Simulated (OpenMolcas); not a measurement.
**Multiconfigurational calculation on Si III**

Input:

```
&GATEWAY
Coord
1

Si 0.0 0.0 0.0
Basis=ANO-RCC-VDZP
Group=XYZ
NoMove
AngMom=0.0 0.0 0.0
AMFI
&SEWARD
* reference wave functions (RASSCF and RASSI steps not shown): 2 electrons in 4 orbitals (3s 3p)
>>> COPY JOB001 $Project.JobIph
&CASPT2
Multistate=3 1 2 3
Frozen=1 0
IPEA=0.25
Imaginary=0.1
MaxIter=60
WThr=0.0 0.3 0.05
PrWF=0.5
NoMix
>>> COPY JOB002 $Project.JobIph
&CASPT2
Multistate=7 1 2 3 4 5 6 7
Frozen=1 0
IPEA=0.25
Imaginary=0.1
MaxIter=60
WThr=0.0 0.3 0.05
PrWF=0.5
NoMix
>>> COPY JOB003 $Project.JobIph
&CASPT2
Multistate=3 1 2 3
Frozen=1 0
IPEA=0.25
Imaginary=0.1
MaxIter=60
WThr=0.0 0.3 0.05
PrWF=0.5
NoMix
...
```

Output, cut to the results:

```
--- CASPT2 ---
Orbital specifications:
      -----------------------

      Symmetry species                           1   2
                                                ag  au
      Frozen orbitals                            1   0
      Inactive orbitals                          1   3
      Active orbitals                            1   3
      Secondary orbitals                         6   3
      Deleted orbitals                           0   0
      Number of basis functions                  9   9
Type of calculation                        MS-CASPT2
      Fock operator                              state-specific
      IPEA shift                                 0.25
      Real shift                                 0.00
      Imaginary shift                            0.10
      The input orbitals will be transformed to quasi-canonical
Reference energy:        -288.0456063267
      E2 (Non-variational):      -0.0102341762
      Shift correction:          -0.0000337296
      E2 (Variational):          -0.0102679058
      Total energy:            -288.0558742325
      Residual norm:              0.0000000431
      Reference weight:           0.99519
      Contributions to the CASPT2 correlation energy
      Active & Virtual Only:         -0.0055584825
      One Inactive Excited:          -0.0012416504
      Two Inactive Excited:          -0.0034340433
Reference energy:        -288.0456063267
      E2 (Non-variational):      -0.0102341762
      Shift correction:          -0.0000337296
      E2 (Variational):          -0.0102679058
      Total energy:            -288.0558742325
      Residual norm:              0.0000000431
      Reference weight:           0.99519
      Contributions to the CASPT2 correlation energy
      Active & Virtual Only:         -0.0055584825
      One Inactive Excited:          -0.0012416504
      Two Inactive Excited:          -0.0034340433
::    CASPT2 Root  1     Total energy:   -288.05587423
::    CASPT2 Root  2     Total energy:   -288.05587423
::    CASPT2 Root  3     Total energy:   -288.05587423
::    MS-CASPT2 Root  1     Total energy:   -288.05587423
::    MS-CASPT2 Root  2     Total energy:   -288.05587423
::    MS-CASPT2 Root  3     Total energy:   -288.05587423
--- CASPT2 ---
Orbital specifications:
      -----------------------

      Symmetry species                           1   2
                                                ag  au
      Frozen orbitals                            1   0
      Inactive orbitals                          1   3
      Active orbitals                            1   3
      Secondary orbitals                         6   3
      Deleted orbitals                           0   0
      Number of basis functions                  9   9
Type of calculation                        MS-CASPT2
      Fock operator                              state-specific
      IPEA shift                                 0.25
      Real shift                                 0.00
      Imaginary shift                            0.10
      The input orbitals will be transformed to quasi-canonical
Reference energy:        -288.6358537758
      E2 (Non-variational):      -0.0090299319
      Shift correction:          -0.0000131570
      E2 (Variational):          -0.0090430889
      Total energy:            -288.6448968647
      Residual norm:              0.0000000304
      Reference weight:           0.99723
      Contributions to the CASPT2 correlation energy
      Active & Virtual Only:         -0.0037624226
      One Inactive Excited:          -0.0014649343
      Two Inactive Excited:          -0.0038025750
Reference energy:        -287.9951921497
      E2 (Non-variational):      -0.0475414132
      Shift correction:          -0.0015140554
      E2 (Variational):          -0.0490554686
      Total energy:            -288.0442476184
      Residual norm:              0.0000000492
      Reference weight:           0.92810
      Contributions to the CASPT2 correlation energy
      Active & Virtual Only:         -0.0427123722
      One Inactive Excited:          -0.0012762519
      Two Inactive Excited:          -0.0035527891
::    CASPT2 Root  1     Total energy:   -288.64489686
::    CASPT2 Root  2     Total energy:   -288.04424762
::    CASPT2 Root  3     Total energy:   -288.04614587
::    CASPT2 Root  4     Total energy:   -288.04424762
::    CASPT2 Root  5     Total energy:   -288.04614664
::    CASPT2 Root  6     Total energy:   -288.04614616
::    CASPT2 Root  7     Total energy:   -287.92892908
::    MS-CASPT2 Root  1     Total energy:   -288.64503105
::    MS-CASPT2 Root  2     Total energy:   -288.04614802
::    MS-CASPT2 Root  3     Total energy:   -288.04614617
::    MS-CASPT2 Root  4     Total energy:   -288.04614449
::    MS-CASPT2 Root  5     Total energy:   -288.04424762
::    MS-CASPT2 Root  6     Total energy:   -288.04424762
::    MS-CASPT2 Root  7     Total energy:   -287.92879487
--- CASPT2 ---
Orbital specifications:
      -----------------------

      Symmetry species                           1   2
                                                ag  au
      Frozen orbitals                            1   0
      Inactive orbitals                          1   3
      Active orbitals                            1   3
      Secondary orbitals                         6   3
      Deleted orbitals                           0   0
      Number of basis functions                  9   9
Type of calculation                        MS-CASPT2
      Fock operator                              state-specific
      IPEA shift                                 0.25
      Real shift                                 0.00
      Imaginary shift                            0.10
      The input orbitals will be transformed to quasi-canonical
Reference energy:        -288.3994591230
      E2 (Non-variational):      -0.0094928443
      Shift correction:          -0.0000421382
      E2 (Variational):          -0.0095349825
...
```

Levels above the lowest, from the spin-orbit matrix with the multistate effective Hamiltonian, averaged by term, added to it:

```csv
Configuration,Term,J,E (cm-1),Measured (cm-1),g,Term weight %
3s2,1S,0,0.0,0.0,,100
3s 3p,3P*,0,51590,52725,,100
3s 3p,3P*,1,51700,52853,1.501,100
3s 3p,3P*,2,51910,53115,1.501,100
3s 3p,1P*,1,86900,82884,1.000,100
3p2,3P,0,129100,129708,,100
3p2,3P,1,129200,129842,1.501,100
3p2,3P,2,129400,130101,1.499,100
3p2,1D,2,131620,122215,1.002,100
3p2,1S,0,157200,153444,,100
```

Against the 9 measured excited levels shown (NIST levels in Kelleher and Podobedova, J. Phys. Chem. Ref. Data 37, 1285 (2008)) the mean absolute deviation is 2500 cm-1; the largest miss in energy is 3p2 1D2: computed 131620, measured 122215 cm-1 (+7.7 %). Levels of one J stand in another order than measured, so their pairing by name is doubtful.

Term energies are means over components that CASPT2 splits; among the terms shown or strongly mixed into the levels shown the widest spread is 420 cm-1 (3p2 1D). Over all roots computed the reference weight is 0.92 to 1.00; the roots of lowest weight are the least certain, and an intruder state may touch them. The ¹D term of p² mixes with s d, which this space lacks. Measured partners are found by configuration, term and J. A level has none where our copy of the source lacks it or the pairing is in doubt (some pairs that miss far off the trend of their configuration count as doubtful), and it then counts in no deviation. Levels of configurations outside the active space are missing.

The term weight is that of the spin-free term in the level, not the purity of its configuration. * marks odd parity.
